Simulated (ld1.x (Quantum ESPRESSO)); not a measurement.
Which change was made? (Ca, TM)

ld1.x (Quantum ESPRESSO) 7.5 input, shortened:

```
&input
   title='Ca', zed=20., rel=1, dft='PBE', iswitch=3,
   config='[Ar] 3d0 4s1 4p0'
 /
 &inputp
   pseudotype=2, tm=.true., lloc=-1, rcloc=2.55,
   nlcc=.false.
 /
3
4S  1  0   1.00   0.00  3.30  3.30  0.0
3P  2  1   6.00   0.00  1.45  1.45  0.0
3D  3  2   0.00   0.00  1.40  1.40  0.0
 &test
   configts(1)='3p6 3d0 4s1 4p0'
 /
```

Cutoffs, loose and tight: the cutoffs (Ry, on a coarse ladder) from which the occupation-weighted sum of valence levels, in a spherical-Bessel basis at the reference potential, stays within 10 and 1 mRy of its value at 400 Ry. They do not see the model core or the augmentation charge, which bear on the density cutoff. Test errors are all-electron minus pseudo excitation energies from the reference, over the configurations 3p6 3d0 4s2 4p0; 3p6 3d0 4s0 4p0; 3p6 3d0 4s1.5 4p0; 3p6 3d0.5 4s1.5 4p0; 3p6 3d0 4s0 4p1; 3p6 3d0 4s0 4p2; 3p6 3d1 4s1 4p0; variants that change the core or the reference have their own tests. The largest error is taken over the tests solved by every variant that gives reliable tests at all, those not shown here included: 3p6 3d0 4s0 4p0; 3p6 3d0 4s0 4p1; 3p6 3d0 4s0 4p2.

The base gives: outcome: generated; cutoff, loose: 30 Ry; cutoff, tight: 60 Ry; bound ghosts: s; largest test error (meV): -149.

(1) After one change the result is: outcome: generated; cutoff, loose: 30 Ry; cutoff, tight: 50 Ry; bound ghosts: none; largest test error (meV): -1405. Which change was it?
A. all radii scaled by about 1.37 (s 4.50, p 1.98, d 1.92 bohr); local potential all-electron potential smoothed inside 3.48 bohr (lloc = -1)
B. all radii scaled by about 1.18 (s 3.90, p 1.72, d 1.66 bohr); local potential all-electron potential smoothed inside 3.02 bohr (lloc = -1)
C. all radii scaled by about 0.76 (s 2.50, p 1.10, d 1.06 bohr); local potential all-electron potential smoothed inside 1.94 bohr (lloc = -1)

## Answers

(1) A. The others give: all radii scaled by about 0.76 (s 2.50, p 1.10, d 1.06 bohr); local potential all-electron potential smoothed inside 1.94 bohr (lloc = -1) → outcome: generated; cutoff, loose: 60 Ry; cutoff, tight: 90 Ry; bound ghosts: s; largest test error (meV): +26 | all radii scaled by about 1.18 (s 3.90, p 1.72, d 1.66 bohr); local potential all-electron potential smoothed inside 3.02 bohr (lloc = -1) → outcome: generated; cutoff, loose: 30 Ry; cutoff, tight: 50 Ry; bound ghosts: none; largest test error (meV): -266.
